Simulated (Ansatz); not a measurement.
Ansatz (a first-principles code) input (B3LYP-D3(BJ)/def2-TZVP):

Ansatz 0.2 input:
```yaml
crystal:
  periodic: [false, false, false]
  atoms:
    - {symbol: Pr, position_ang: [0.00766749, -0.73338161, 0.25104392]}
    - {symbol: Cl, position_ang: [-2.32518529, -0.42081292, -0.66284658]}
    - {symbol: Cl, position_ang: [-0.07138971, 1.56839437, -0.53172775]}
    - {symbol: Cl, position_ang: [2.35439755, -0.36709489, 0.96764081]}
basis:
  gaussian:
    orbitals: def2-TZVP
hamiltonian:
  xc: b3lyp
  dispersion: d3bj
magnetization: {spin_polarized: true, initial_magnetization: 2}
relax: {f_tol: 0.002, max_steps: 150}
```

End of the output:

```
1700 factors; their error is unknown
mean field: 2.37 GiB planned
mean field evaluation 544: about -51646.8289 eV, gradient 2.1e-5 eV
mean field -51646.82893579 eV, -1897.9859559122 hartree, gradient 1.0e-8 eV, S^2 2.004223; 0 other end points of the search recorded, 0 dependent functions left out
the calculation of the forces begins
reference -51646.82922157 eV, -1897.9859664144 hartree; 42, 40 occupied and 162, 164 virtual orbitals, 1700 factors
relax step  12: F+E_penalty+E_count = -51647.07425094 eV  Δ(F+E_penalty+E_count) = -1.256e-5 eV  max|allowed force component| = 3.767e-3 eV/Å  Δτ_max = 0.0043 Å  (525 SCF iters, accepted)
these checks for a lower state are left out or cut short: starts, cluster_reference, orbital_swaps, neighbouring_geometries, increment
integrals: 0.20 GiB planned
1700 factors; their error is unknown
mean field: 2.36 GiB planned
mean field evaluation 576: about -51646.8289 eV, gradient 3.9e-8 eV
mean field -51646.82894749 eV, -1897.9859563424 hartree, gradient 8.6e-9 eV, S^2 2.004224; 0 other end points of the search recorded, 0 dependent functions left out
the calculation of the forces begins
reference -51646.82923330 eV, -1897.9859668454 hartree; 42, 40 occupied and 162, 164 virtual orbitals, 1700 factors
relax step  13: F+E_penalty+E_count = -51647.07425206 eV  Δ(F+E_penalty+E_count) = -1.125e-6 eV  max|allowed force component| = 1.120e-3 eV/Å  Δτ_max = 0.0006 Å  (309 SCF iters, accepted)
integrals: 0.20 GiB planned
1700 factors; their error is unknown
mean field: 2.36 GiB planned
mean field evaluation 608: about -51646.8264 eV, gradient 9.8e-3 eV
mean field evaluation 640: about -51646.8318 eV, gradient 4.0e-2 eV
mean field -51646.82894749 eV, -1897.9859563424 hartree, gradient 8.7e-9 eV, S^2 2.004224; 7 other end points of the search recorded, 0 dependent functions left out
the calculation of the forces begins
reference -51646.82923330 eV, -1897.9859668454 hartree; 42, 40 occupied and 162, 164 virtual orbitals, 1700 factors
Total energy: -51647.07453786 eV, -1897.9949816220 hartree
Atom 0 at     0.117319    -0.108882    -0.308499 Å, force     0.000533    -0.000227     0.000882 eV/Å
Atom 1 at    -2.172058    -1.209766    -0.191125 Å, force     0.000567     0.000197    -0.000010 eV/Å
Atom 2 at     0.074773     2.406721    -0.678400 Å, force     0.000021    -0.000464     0.000034 eV/Å
Atom 3 at     1.945457    -1.040968     1.202136 Å, force    -0.001120     0.000494    -0.000906 eV/Å
Dipole moment:     0.234547    -0.226536    -0.599629 e Å
```

The spin state was set by rule; other spins were not relaxed.
